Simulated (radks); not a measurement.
The numbers below are computed, except where a source is named.
Question: Coherent X-ray form factor from a spherical all-electron density. Code: a radial shooting solver on a logarithmic mesh with Libxc functionals. Model: scalar-relativistic Kohn-Sham, r2SCAN, spin-polarised, spherical densities, finite nucleus; meta-GGA in the generalised Kohn-Sham scheme; Fermi nuclear charge, rms radius of each element as measured or else 0.836 A^(1/3) + 0.57 fm.

| sin(theta)/lambda (1/angstrom) | f0 (electrons) |
|---|---|
| 0.05 | 55.315 |
| 0.1 | 53.401 |
| 0.15 | 50.617 |
| 0.2 | 47.403 |
| 0.25 | 44.143 |
| 0.3 | 41.084 |
| 0.4 | 35.900 |
| 0.5 | 31.786 |
| 0.6 | 28.352 |
| 0.8 | 22.910 |
| 1 | 19.191 |
| 1.25 | 16.223 |
| 1.5 | 14.015 |
| 2 | 10.147 |

The species is in the configuration that NIST lists as its ground one. Which atom or ion scatters so?

Answer: The praseodymium ion Pr3+, [Xe] 4f2. Extrapolating in s^2 from the first two rows gives f0(0) = 56.0, near the electron count 56; among species with that count, the fall with angle is slower the higher Z, and the table is that of Z = 59; from so few rows the species is fixed only to a neighbour or two.
